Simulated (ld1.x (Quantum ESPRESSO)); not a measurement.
# molybdenum (Mo), TM semilocal: configuration errors across variants

- Element: molybdenum
- Generator: ld1.x (Quantum ESPRESSO) 7.5
- Type: norm-conserving Troullier–Martins (semilocal form)
- Functional: PBEsol
- Relativity: scalar-relativistic
- Frozen core: [Ar] 3d10
- Valence charge: 14
- Reference configuration: 4s2 4p6 4d5 5s1 5p0
- Partial waves: 4p (bound): rc 1.10 bohr; 4d (bound): rc 2.25 bohr; 4s (bound): rc 1.40 bohr
- Local potential: the s channel
- Core correction: none

Occupied shells without a wave of their own: 5s. They enter only through the test configuration that unscreens the potential.

All-electron excitation energies from the reference (eV): (1) 4s2 4p6 4d5 5s0 5p0 6.904; (2) 4s2 4p6 4d4 5s0 5p0 22.359; (3) 4s2 4p6 4d3 5s0 5p0 49.084; (4) 4s2 4p6 4d2 5s0 5p0 88.559; (5) 4s1 4p6 4d5 5s1 5p0 70.162; (6) 4s2 4p5 4d5 5s1 5p0 43.943; (7) 4s2 4p6 4d5 5s0 5p1 3.189.

In the semilocal form every listed channel keeps its own potential, so the choice of the local channel does not act on these tests. It acts once the file is put into the separable form.

A semilocal file is local in each channel, so a ghost entry of none says nothing of the separable form that plane-wave codes build from it.

For the base: The 5s level has no wave, so the channel is fitted at the deeper level alone: the likely source of the large errors.

Tests that are not counted but printed errors over 1 eV. “wave 4p (bound): rc 1.10 bohr becomes 4p (bound): rc 0.66 bohr”: 4s2 4p6 4d5 5s0 5p1 (an occupied level unbound or not found, printed error -2.2 eV).

2 further variants failed, have other tests or another functional or relativity, and are left out.

The file “all radii scaled by about 1.28 (s 1.80, p 1.40, d 2.88 bohr)” misses its own reference levels by 1.2 eV.

Errors AE − PS in meV (a dash: test not solved or not reliable):

| change | (1) | (2) | (3) | (4) | (5) | (6) | (7) | bound ghosts |
| --- | --- | --- | --- | --- | --- | --- | --- | --- |
| base | -283 | -432 | -610 | -770 | -73 | -38 | -221 | none |
| wave 4p (bound): rc 1.10 bohr becomes 4p (bound): rc 0.66 bohr | -282 | -430 | -610 | -780 | +17 | +46 | – | not determined |
| all radii scaled by about 1.28 (s 1.80, p 1.40, d 2.88 bohr) | -1517 | -2268 | -3110 | -3809 | -325 | -133 | -1255 | none |
| wave 4s (bound): rc 1.40 bohr becomes 4s (bound): rc 0.86 bohr | -177 | -276 | -392 | -483 | -51 | -41 | -135 | none |
| wave 4d (bound): rc 2.25 bohr becomes 4d (bound): rc 2.74 bohr | -282 | -454 | -623 | -636 | -200 | -132 | -221 | none |

Question: Give the same row for: form changed from semilocal to separable (Kleinman–Bylander), still TM; local potential the d channel.

Answer: -48, -94, -150, -176, -72, -35, -57; bound ghosts: none.
